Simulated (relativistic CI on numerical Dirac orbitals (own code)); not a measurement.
Magnetism of Yb³⁺, 4f13, in a crystal field

Calculated by Dirac-Coulomb-Breit CI, orbitals from a KLI potential per configuration, model QED, valence Slater integrals scaled by 0.85, one configuration in a parametric crystal field (own radial code).

Field parameters in Wybourne normalisation; cubic f-shell fields have B⁴₄ = √(5/14) B⁴₀ and B⁶₄ = −√(7/2) B⁶₀. The field is a parameter set, without covalency.

S is read from ⟨S²⟩ = S(S + 1).

Powder χT (cm³ K mol⁻¹) by Van Vleck's formula, with temperature-independent terms:

| Field | 2 K | 5 K | 10 K | 20 K | 50 K | 100 K | 200 K | 300 K |
| --- | --- | --- | --- | --- | --- | --- | --- | --- |
| C2v, B20 = 100, B22 = -310, B40 = 330, B42 = -330, B44 = 250, B60 = 730, B62 = 210, B64 = 110, B66 = -130 cm⁻¹ | 1.82 | 1.83 | 1.84 | 1.87 | 1.97 | 2.14 | 2.38 | 2.48 |
| C2v, B20 = 50, B22 = -310, B40 = 790, B42 = -320, B44 = 660, B60 = 590, B62 = -280, B64 = -470, B66 = -290 cm⁻¹ | 1.38 | 1.4 | 1.42 | 1.46 | 1.6 | 1.82 | 2.18 | 2.37 |
| D3d, B20 = 550, B40 = -1270, B43 = -1230, B60 = 110, B63 = 780, B66 = 780 cm⁻¹ | 0.711 | 0.744 | 0.8 | 0.911 | 1.24 | 1.72 | 2.16 | 2.32 |
| D3d, B20 = -850, B40 = 40, B43 = 1790, B60 = -520, B63 = -700, B66 = -70 cm⁻¹ | 1.39 | 1.4 | 1.42 | 1.45 | 1.54 | 1.7 | 1.98 | 2.18 |
| D4h, B20 = -100, B40 = 1070, B44 = -1400, B60 = -180, B64 = -950 cm⁻¹ | 1.01 | 1.09 | 1.22 | 1.46 | 1.82 | 2.07 | 2.27 | 2.37 |
| Oh, B40 = 2760, B60 = 350 cm⁻¹ | 0.677 | 0.691 | 0.715 | 0.764 | 0.908 | 1.15 | 1.6 | 1.93 |

Task: For D3d, B20 = -850, B40 = 40, B43 = 1790, B60 = -520, B63 = -700, B66 = -70 cm⁻¹: what effective moment follows at 300 K?

Result: μ_eff = √(8χT) = 4.18 μB. The LS value g√(J(J + 1)) of the free ion's 2F°_7/2 level is 4.54 μB.
